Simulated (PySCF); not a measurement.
Distorted geometries of [BiF4]+

[BiF4]+ (singlet). PySCF 2.14.0, RKS TPSS, Bi def2-SVP with ECP60, F def2-SVP; non-relativistic Hamiltonian with scalar-relativistic core potentials where named; density fitting; no spin-orbit coupling. Relaxed geometry:

```xyz
5

Bi    0.0000    0.0000    0.0000
F     1.1535    1.1535    1.1535
F    -1.1535   -1.1535    1.1535
F     1.1535   -1.1535   -1.1535
F    -1.1535    1.1535   -1.1535
```

Question: Order these distorted geometries by energy above the relaxed one, lowest first.
A.
```xyz
5

Bi   -0.0343   -0.0492   -0.0855
F     1.1953    1.1387    1.1466
F    -1.1203   -1.0903    1.2041
F     1.1946   -1.1725   -1.1715
F    -1.2353    1.1734   -1.0937
```
B.
```xyz
5

Bi    0.0678    0.0808   -0.1346
F     1.0910    1.0817    1.1896
F    -1.0766   -1.1496    1.0261
F     1.2971   -1.2474   -0.9737
F    -1.3794    1.2345   -1.1073
```
C.
```xyz
5

Bi    0.2347   -0.0275    0.1626
F     0.9498    1.1076    1.0740
F    -1.1273   -0.9732    1.1075
F     0.9841   -1.1235   -0.9600
F    -1.0413    1.0167   -1.3841
```

Answer: A (0.19 eV), B (0.32 eV), C (5.48 eV).

Question: Which forces (eV/Å) act in the one that lies 5.48 eV up?

Answer: 
```
Bi  -16.84  -6.02 -10.19
F    10.87  16.57  13.65
F    -1.65  -1.41   1.57
F     5.63  -7.74  -7.43
F     1.99  -1.40   2.39
```
Forces carry noise of the integration grid, about 0.01 to 0.03 eV/Å.

No frequency check is given that shows the relaxed geometry to be a minimum.
